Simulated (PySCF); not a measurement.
disilazane (H7NSi2), SMILES [SiH3]N[SiH3].

The structure is a stationary point at PBE-D3(BJ)/def2-SVP.

These are TDA-CAM-B3LYP/def2-SVPD in PySCF values and carry that method's errors.

Vertical excitations. Isolated molecule, no solvent. State labels are in the subgroup Cs.

Computed excitation energies, oscillator strengths and character:
```tsv
state	symmetry	energy (eV)	λ (nm)	f	main pairs
S1	A'	6.13	202	0.003	HOMO→LUMO 96 %
S2	A'	7.22	172	0.039	HOMO→LUMO+1 62 %, HOMO→LUMO+3 29 %
S3	A'	7.54	164	0.024	HOMO→LUMO+3 66 %, HOMO→LUMO+1 29 %
S4	A"	7.61	163	0.004	HOMO→LUMO+2 53 %, HOMO→LUMO+5 38 %
S5	A"	7.80	159	0.005	HOMO→LUMO+5 42 %, HOMO→LUMO+2 31 %, HOMO−2→LUMO 11 %, HOMO→LUMO+6 7 %
S6	A'	7.88	157	0.008	HOMO→LUMO+4 88 %
S7	A"	8.28	150	0.001	HOMO−1→LUMO 84 %
S8	A"	8.32	149	0.025	HOMO→LUMO+6 64 %, HOMO−2→LUMO 14 %
S9	A'	8.32	149	0.016	HOMO→LUMO+7 81 %
S10	A'	8.64	143	0.010	HOMO−3→LUMO 80 %
T1	A'	5.76	215	0	HOMO→LUMO 89 %
T2	A'	6.92	179	0	HOMO→LUMO+1 54 %, HOMO→LUMO+3 32 %
T3	A'	7.14	174	0	HOMO→LUMO+3 60 %, HOMO→LUMO+1 24 %
T4	A"	7.37	168	0	HOMO→LUMO+5 70 %, HOMO−2→LUMO 17 %
```
Triplets are in the Tamm–Dancoff approximation.
